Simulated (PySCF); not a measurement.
An equivalent PySCF input for Ga⁺ (gallium, charge +1), [Ar] 3d10 4s2, closed-shell 1S, with the spin-free X2C one-electron Hamiltonian (Gaussian nucleus):

```python
from pyscf import gto, scf, dft, mp, cc
import basis_set_exchange as bse
mol = gto.M(atom="Ga 0 0 0", charge=1, spin=0, symmetry="D2h",
            basis=gto.basis.parse(bse.get_basis("Sapporo-DKH3-DZP-2012", elements=["Ga"], fmt="nwchem", header=False)),
            nucmod="G")
mf = dft.UKS(mol, xc="MN15").sfx2c1e()
mf.irrep_nelec = {'Ag': (6, 6), 'B1g': (1, 1), 'B2g': (1, 1), 'B3g': (1, 1), 'B1u': (2, 2), 'B2u': (2, 2), 'B3u': (2, 2)}
mf.kernel()
```

It reaches the same state as the run whose output follows, with an energy that differs only through the grid. The run itself started from symmetry-adapted Hartree-Fock orbitals and held the occupation by maximum overlap, on a logarithmic radial grid, so the iterations belong to that start.

```
SCF conv_tol = 1e-09
number electrons alpha = 15  beta = 15
XC functionals = MN15
    H. S. Yu, X. He, S. L. Li, and D. G. Truhlar.,  Chem. Sci. 7, 5032-5051 (2016)
    H. S. Yu, X. He, S. L. Li, and D. G. Truhlar.,  Chem. Sci. 7, 5032-5051 (2016)
cycle= 1 E= -1944.8491454253  delta_E= -0.0169  |g|= 0.233  |ddm|= 0.219
cycle= 2 E= -1944.84197866812  delta_E= 0.00717  |g|= 0.344  |ddm|= 0.144
cycle= 3 E= -1944.85520280218  delta_E= -0.0132  |g|= 0.00149  |ddm|= 0.0784
cycle= 4 E= -1944.85520441072  delta_E= -1.61e-06  |g|= 0.000275  |ddm|= 0.00457
cycle= 5 E= -1944.85520445457  delta_E= -4.39e-08  |g|= 1.08e-05  |ddm|= 0.000883
cycle= 6 E= -1944.85520445461  delta_E= -4.02e-11  |g|= 1.87e-06  |ddm|= 2.22e-05
converged SCF energy = -1944.85520445461  <S^2> = -7.1054274e-15  2S+1 = 1
```
